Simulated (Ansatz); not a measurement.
C2H9AlSSi, relaxed with RKS PBE0-D4/def2-TZVP in Ansatz 0.2.0 from a PBE-D4/def2-SVP geometry. The force threshold is 0.005 eV/Å; the program also tests the step.

Charge 0, multiplicity 1. The bonds changed during the relaxation, so this is another structure than the one it started from.

Start:

```xyz
14

Al    0.445    0.626   -2.220
C     0.377   -1.296   -1.745
S    -0.882   -0.617   -0.525
C     0.152   -0.350    0.958
Si   -0.725    0.782    2.218
H    -0.453    1.132   -3.441
H     1.450    1.562   -1.395
H     1.157   -1.845   -1.184
H    -0.173   -1.994   -2.406
H     0.373   -1.338    1.415
H     1.113    0.122    0.660
H    -2.051    0.190    2.604
H    -0.931    2.144    1.623
H     0.149    0.880    3.438
```

```json
{"step": "1", "energy (eV)": "-27519.1964", "largest force (eV/Å)": "0.571", "largest move (Å)": "0.000"}
{"step": "2", "energy (eV)": "-27519.2471", "largest force (eV/Å)": "0.321", "largest move (Å)": "0.034"}
{"step": "3", "energy (eV)": "-27519.2556", "largest force (eV/Å)": "0.071", "largest move (Å)": "0.023"}
{"step": "4", "energy (eV)": "-27519.2561", "largest force (eV/Å)": "0.025", "largest move (Å)": "0.012"}
{"step": "5", "energy (eV)": "-27519.2563", "largest force (eV/Å)": "0.017", "largest move (Å)": "0.022"}
{"step": "6", "energy (eV)": "-27519.2564", "largest force (eV/Å)": "0.008", "largest move (Å)": "0.009"}
{"step": "7", "energy (eV)": "-27519.2564", "largest force (eV/Å)": "0.005", "largest move (Å)": "0.012"}
{"step": "8", "energy (eV)": "-27519.2565", "largest force (eV/Å)": "0.004", "largest move (Å)": "0.013"}
{"step": "9", "energy (eV)": "-27519.2565", "largest force (eV/Å)": "0.006", "largest move (Å)": "0.019"}
{"step": "10", "energy (eV)": "-27519.2565", "largest force (eV/Å)": "0.004", "largest move (Å)": "0.003"}
```

End:

```xyz
14

Al    0.402    0.630   -2.157
C     0.380   -1.284   -1.723
S    -0.858   -0.636   -0.513
C     0.158   -0.372    0.949
Si   -0.705    0.781    2.168
H    -0.489    1.136   -3.366
H     1.398    1.558   -1.337
H     1.163   -1.809   -1.180
H    -0.149   -1.974   -2.380
H     0.360   -1.341    1.414
H     1.110    0.079    0.652
H    -2.038    0.233    2.524
H    -0.864    2.123    1.556
H     0.133    0.877    3.391
```

Hardware: 4 threads of an Intel Xeon on a shared host. Wall time 42 s, peak host memory 0.75 GiB.
